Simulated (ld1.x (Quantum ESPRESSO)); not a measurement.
## germanium: TM pseudisation with PBEsol, scalar-relativistic reference atom.

The input file (ld1.x (Quantum ESPRESSO) 7.5):

```
&input
   title='Ge', zed=32., rel=1, dft='PBESOL', iswitch=3,
   config='[Ar] 3d10 4s2 4p2',
   nld=3, rlderiv=1.85, eminld=-4.0, emaxld=5.0, deld=0.02
 /
 &inputp
   pseudotype=2, tm=.true., lloc=0,
   nlcc=.true., rcore=0.70,
   file_pseudopw='Ge.UPF', file_wfcaegen='ae.wfc', file_wfcncgen='nc.wfc', file_beta='beta', file_chi='chi'
 /
3
4P  2  1   2.00   0.00  1.70  1.70  0.0
3D  3  2  10.00   0.00  0.75  0.75  0.0
4S  1  0   2.00   0.00  1.60  1.60  0.0
 &test
   configts(1)='3d10 4s2 4p2'
 /
```

Command:

```bash
ld1.x < Ge.in > Ge.out
```

The program printed (shortened: banner, matrices, multipoles, cross overlaps and the repeated all-electron block are left out):

```
Program LD1 v.7.5
     --------------------------- All-electron run ----------------------------

     Ge
     scalar relativistic calculation

     atomic number is 32.00
     dft =PBESOL   lsd =0 sic =0 latt =0  beta=0.20 tr2=1.0E-14
     Exchange-correlation= PBESOL
                           (   1   4  10   8   0   0   0)
     mesh =1207 r(mesh) = 100.41023 a.u. xmin = -7.00 dx = 0.01250
     1 Ry =  13.60569312 eV, c = 137.03599908

     n l     nl                  e(Ry)          e(Ha)          e(eV)
     1 0     1S 1( 2.00)      -804.9585      -402.4792    -10952.0180
     2 0     2S 1( 2.00)      -100.7399       -50.3699     -1370.6359
     2 1     2P 1( 6.00)       -88.0571       -44.0285     -1198.0777
     3 0     3S 1( 2.00)       -12.3563        -6.1782      -168.1161
     3 1     3P 1( 6.00)        -8.4836        -4.2418      -115.4256
     3 2     3D 1(10.00)        -2.1544        -1.0772       -29.3123
     4 0     4S 1( 2.00)        -0.8631        -0.4316       -11.7433
     4 1     4P 1( 2.00)        -0.2864        -0.1432        -3.8968

     final scf error:  9.8E-15 reached in  36 iterations

     Etot =   -4194.589934 Ry,   -2097.294967 Ha,  -57070.303424 eV

     Ekin =    4270.140783 Ry,    2135.070392 Ha,   58098.225088 eV
     Encl =  -10112.824798 Ry,   -5056.412399 Ha, -137591.990814 eV
     Eh   =    1803.960466 Ry,     901.980233 Ha,   24544.132508 eV
     Exc  =    -155.866385 Ry,     -77.933193 Ha,   -2120.670205 eV

     normalization and overlap integrals

     s(1S/1S) =  1.000000  <r> =   0.0470  <r2> =    0.0030  r(max) =   0.0309
     s(2S/2S) =  1.000000  <r> =   0.2102  <r2> =    0.0521  r(max) =   0.1754
     s(2P/2P) =  1.000000  <r> =   0.1838  <r2> =    0.0414  r(max) =   0.1418
     s(3S/3S) =  1.000000  <r> =   0.6247  <r2> =    0.4503  r(max) =   0.5402
     s(3P/3P) =  1.000000  <r> =   0.6474  <r2> =    0.4936  r(max) =   0.5402
     s(3D/3D) =  1.000000  <r> =   0.7368  <r2> =    0.6976  r(max) =   0.5012
     s(4S/4S) =  1.000000  <r> =   2.1153  <r2> =    5.1783  r(max) =   1.7494
     s(4P/4P) =  1.000000  <r> =   2.8834  <r2> =    9.9356  r(max) =   2.2184

     ------------------------ End of All-electron run ------------------------

     --------------------- Generating NC pseudopotential ---------------------

      Generating local pot.: lloc=0, matching radius rcloc =   1.6000

      Computing core charge for nlcc:

       r > 0.70 : true rho core
       r < 0.70 : rho core = a sin(br)/r    a=  25.52  b=   3.48

      Integrated core pseudo-charge :   8.15

      Wfc   4P  rcut= 1.706  Using Troullier-Martins method

      Wfc   3D  rcut= 0.748  Using Troullier-Martins method

     ------------------- End of pseudopotential generation -------------------

     Computing logarithmic derivative in   1.85064
     Computing logarithmic derivative in   1.85064
     Computing the partial wave expansion
       no projector for channel:   0
     R is outside the sphere for l=    1 j= 0.00
     R is outside the sphere for l=    2 j= 0.00

     ---------------------- Testing the pseudopotential ----------------------

     Ge
     scalar relativistic calculation

     atomic number is 32.00   valence charge is 14.00
     dft =PBESOL   lsd =0 sic =0 latt =0  beta=0.20 tr2=1.0E-14
     mesh =1207 r(mesh) = 100.41023 xmin = -7.00 dx = 0.01250

     n l     nl             e AE (Ry)        e PS (Ry)    De AE-PS (Ry)
     3 2     3D   1(10.00)       -2.15441       -2.15442        0.00001
     1 0     4S   1( 2.00)       -0.86312       -0.86312        0.00000
     2 1     4P   1( 2.00)       -0.28641       -0.28641       -0.00000

     eps = 6.4E-15  iter = 11

     Etot =   -4194.589934 Ry,   -2097.294967 Ha,  -57070.303424 eV
     Etotps =  -206.126525 Ry,    -103.063263 Ha,   -2804.494246 eV

     Ekin =     276.653671 Ry,     138.326836 Ha,    3764.064953 eV
     Encl =    -278.612945 Ry,    -139.306472 Ha,   -3790.722224 eV
     Ehrt =     168.767655 Ry,      84.383827 Ha,    2296.200920 eV
     Ecxc =     -49.043547 Ry,     -24.521773 Ha,    -667.271450 eV
     (Ecc =     -17.480124 Ry,      -8.740062 Ha,    -237.829208 eV)
     Epseu=    -323.891360 Ry,    -161.945680 Ha,   -4406.766445 eV

     ---------------------- End of pseudopotential test ----------------------
```

Generation and configuration tests took about 1.9 s on one core of a shared server CPU.

Transferability test of the new file with ld1.x, input:

```
&input
   title='Ge', zed=32., rel=1, dft='PBESOL', iswitch=2,
   config='[Ar] 3d10 4s2 4p2'
 /
 &test
   file_pseudo='Ge.UPF', nconf=8,
   configts(1)='3d10 4s2 4p2',
   configts(2)='3d10 4s2 4p1',
   configts(3)='3d10 4s2 4p0',
   configts(4)='3d10 4s1 4p0',
   configts(5)='3d10 4s1 4p2',
   configts(6)='3d10 4s0 4p0',
   configts(7)='3d10 4s2 4p2.3',
   configts(8)='3d9 4s2 4p3'
 /
```

```bash
ld1.x < Ge.test.in > Ge.test.out
```

Pseudopotential blocks of its output, shortened (energy terms left out; the distinct warnings before each block abridged to one line each):

```
     ---------------------- Testing the pseudopotential ----------------------

     n l     nl             e AE (Ry)        e PS (Ry)    De AE-PS (Ry)
     3 2     3D   1(10.00)       -2.15441       -2.15442        0.00001
     1 0     4S   1( 2.00)       -0.86312       -0.86312        0.00000
     2 1     4P   1( 2.00)       -0.28641       -0.28641       -0.00000

     eps = 7.5E-16  iter = 17

     Etot =   -4194.589934 Ry,   -2097.294967 Ha,  -57070.303424 eV
     Etotps =  -206.126526 Ry,    -103.063263 Ha,   -2804.494254 eV

     ---------------------- End of pseudopotential test ----------------------

          ---------------------- Testing the pseudopotential ----------------------

     n l     nl             e AE (Ry)        e PS (Ry)    De AE-PS (Ry)
     3 2     3D   1(10.00)       -2.81776       -2.81350       -0.00427
     1 0     4S   1( 2.00)       -1.46208       -1.46209        0.00001
     2 1     4P   1( 1.00)       -0.82733       -0.82735        0.00002

     eps = 6.8E-15  iter =  9

     Etot =   -4194.042153 Ry,   -2097.021076 Ha,  -57062.850477 eV
     Etotps =  -205.578674 Ry,    -102.789337 Ha,   -2797.040356 eV
     dEtot_ae =       0.547781 Ry
     dEtot_ps =       0.547851 Ry,   Delta E=      -0.000070 Ry

     ---------------------- End of pseudopotential test ----------------------

          ---------------------- Testing the pseudopotential ----------------------

     n l     nl             e AE (Ry)        e PS (Ry)    De AE-PS (Ry)
     3 2     3D   1(10.00)       -3.61817       -3.60582       -0.01236  !
     1 0     4S   1( 2.00)       -2.15220       -2.15252        0.00033
     2 1     4P   1( 0.00)       -1.45534       -1.45561        0.00027

     eps = 9.8E-16  iter =  9

     Etot =   -4192.906700 Ry,   -2096.453350 Ha,  -57047.401848 eV
     Etotps =  -204.442953 Ry,    -102.221476 Ha,   -2781.588074 eV
     dEtot_ae =       1.683235 Ry
     dEtot_ps =       1.683573 Ry,   Delta E=      -0.000338 Ry

     ---------------------- End of pseudopotential test ----------------------

          Warning: n=3, l=2 expected 0 nodes, found 1
     ---------------------- Testing the pseudopotential ----------------------

     n l     nl             e AE (Ry)        e PS (Ry)    De AE-PS (Ry)
     3 2     3D   1(10.00)       -4.63902       -4.61847       -0.02054  !
     1 0     4S   1( 1.00)       -2.96839       -2.97112        0.00273
     2 1     4P   1( 0.00)       -2.20180       -2.20350        0.00170

     eps = 2.2E-15  iter =  7

     Etot =   -4190.349829 Ry,   -2095.174914 Ha,  -57012.613850 eV
     Etotps =  -201.884505 Ry,    -100.942253 Ha,   -2746.778624 eV
     dEtot_ae =       4.240105 Ry
     dEtot_ps =       4.242021 Ry,   Delta E=      -0.001915 Ry

     ---------------------- End of pseudopotential test ----------------------

          ---------------------- Testing the pseudopotential ----------------------

     n l     nl             e AE (Ry)        e PS (Ry)    De AE-PS (Ry)
     3 2     3D   1(10.00)       -2.94488       -2.94145       -0.00342
     1 0     4S   1( 1.00)       -1.53371       -1.53413        0.00042
     2 1     4P   1( 2.00)       -0.88531       -0.88539        0.00008

     eps = 6.7E-15  iter = 10

     Etot =   -4193.400542 Ry,   -2096.700271 Ha,  -57054.120921 eV
     Etotps =  -204.936865 Ry,    -102.468433 Ha,   -2788.308096 eV
     dEtot_ae =       1.189392 Ry
     dEtot_ps =       1.189661 Ry,   Delta E=      -0.000269 Ry

     ---------------------- End of pseudopotential test ----------------------

          ---------------------- Testing the pseudopotential ----------------------

     n l     nl             e AE (Ry)        e PS (Ry)    De AE-PS (Ry)
     3 2     3D   1(10.00)       -5.73302       -5.70748       -0.02554  !
     1 0     4S   1( 0.00)       -3.81896       -3.82822        0.00927  !
     2 1     4P   1( 0.00)       -2.98353       -2.98977        0.00624  !

     eps = 1.7E-16  iter =  7

     Etot =   -4186.958992 Ry,   -2093.479496 Ha,  -56966.479167 eV
     Etotps =  -198.487785 Ry,     -99.243893 Ha,   -2700.563898 eV
     dEtot_ae =       7.630942 Ry
     dEtot_ps =       7.638740 Ry,   Delta E=      -0.007798 Ry

     ---------------------- End of pseudopotential test ----------------------

          ---------------------- Testing the pseudopotential ----------------------

     n l     nl             e AE (Ry)        e PS (Ry)    De AE-PS (Ry)
     3 2     3D   1(10.00)       -1.99101       -1.99161        0.00060
     1 0     4S   1( 2.00)       -0.70991       -0.70993        0.00002
     2 1     4P   1( 2.30)       -0.14877       -0.14877        0.00000

     eps = 1.2E-15  iter = 18

     Etot =   -4194.654849 Ry,   -2097.327425 Ha,  -57071.186637 eV
     Etotps =  -206.191447 Ry,    -103.095723 Ha,   -2805.377549 eV
     dEtot_ae =      -0.064915 Ry
     dEtot_ps =      -0.064921 Ry,   Delta E=       0.000006 Ry

     ---------------------- End of pseudopotential test ----------------------

          ---------------------- Testing the pseudopotential ----------------------

     n l     nl             e AE (Ry)        e PS (Ry)    De AE-PS (Ry)
     3 2     3D   1( 9.00)       -2.87511       -3.02893        0.15382  !
     1 0     4S   1( 2.00)       -1.03204       -1.03188       -0.00015
     2 1     4P   1( 3.00)       -0.37976       -0.37687       -0.00289

     eps = 8.5E-15  iter = 24

     Etot =   -4192.412558 Ry,   -2096.206279 Ha,  -57040.678705 eV
     Etotps =  -203.874123 Ry,    -101.937062 Ha,   -2773.848755 eV
     dEtot_ae =       2.177377 Ry
     dEtot_ps =       2.252403 Ry,   Delta E=      -0.075026 Ry

     ---------------------- End of pseudopotential test ----------------------
```
